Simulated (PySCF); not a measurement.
## Atomic charges by several schemes

Species: Si(OH)4.
Cartesian coordinates in Å at the PBE0-D3(BJ)/def2-SVP level; atoms count from 1:
```
atom  x, y, z in Å
Si1    0.0145   -0.0065   -0.0018
O2    -0.0053    0.0854    1.6433
H3    -0.8140    0.4403    2.0234
O4     1.6020   -0.0437   -0.4428
H5     2.1955    0.4610    0.1207
O6    -0.8623    1.2782   -0.5463
H7    -1.2237    1.1776   -1.4317
O8    -0.6756   -1.3476   -0.6640
H9    -0.0984   -2.1142   -0.7264
```

Density: PBE0/pcSseg-1 (PySCF); schemes: Mulliken, IAO, Hirshfeld and ESP-fitted. Isolated species at its PBE0-D3(BJ)/def2-SVP geometry, gas phase.

For which atoms does the sign change between the 4 schemes (beyond +0.03 e in one, beyond −0.03 e in another)?

For none.

Which atoms carry the highest charge in the Mulliken, IAO, Hirshfeld and ESP-fitted schemes?

All schemes agree: Mulliken Si1 (+1.227); IAO Si1 (+1.691); Hirshfeld Si1 (+0.565); ESP-fitted Si1 (+1.271).

Do the Mulliken, IAO, Hirshfeld and ESP-fitted schemes agree on where the charge is lowest?

All schemes pick atoms of one kind: Mulliken O4 (-0.567); IAO O4, O6 and O8 (-0.796); Hirshfeld O2, O4, O6 and O8 (-0.321); ESP-fitted O4 (-0.789).

What partial charge does each atom carry?

In e:

```tsv
atom	environment	Mulliken	IAO	Hirshfeld	ESP-fitted
Si1	silicon bonded to 4 O	+1.227	+1.691	+0.565	+1.271
O2	oxygen bonded to Si and H	-0.566	-0.795	-0.321	-0.786
H3	hydrogen on O2	+0.259	+0.373	+0.179	+0.469
O4	oxygen bonded to Si and H	-0.567	-0.796	-0.321	-0.789
H5	hydrogen on O4	+0.259	+0.373	+0.179	+0.470
O6	oxygen bonded to Si and H	-0.566	-0.796	-0.321	-0.786
H7	hydrogen on O6	+0.259	+0.373	+0.179	+0.468
O8	oxygen bonded to Si and H	-0.566	-0.796	-0.321	-0.786
H9	hydrogen on O8	+0.259	+0.373	+0.179	+0.469
```

Mean size of the charges over all atoms: IAO 0.707 e, ESP-fitted 0.699 e, Mulliken 0.503 e, Hirshfeld 0.285 e. Each set sums to the total charge, 0, to within 0.001 e. The ESP scheme is a least-squares fit of atom-centred charges to the potential on four shells outside the van der Waals surface, with the total charge fixed. The Hirshfeld scheme divides the density at each point in proportion to the densities of the neutral, spherically averaged free atoms.

Sum the charges by element, for elements with more than one atom.

```csv
element,atoms,Mulliken,IAO,Hirshfeld,ESP-fitted
O,4,-2.264,-3.183,-1.282,-3.147
H,4,+1.038,+1.492,+0.717,+1.876
```

How many electrons does the IAO scheme count on O2?

Z − q = 8 − (-0.795) ≈ 8.796.

These values come from a run that also computed NMR shieldings. On one thread, Intel Xeon at 2.50 GHz (x86_64), no GPU (shared host), this took 27 s wall (grids of density and orbitals included) and 0.52 GiB of memory at its peak.
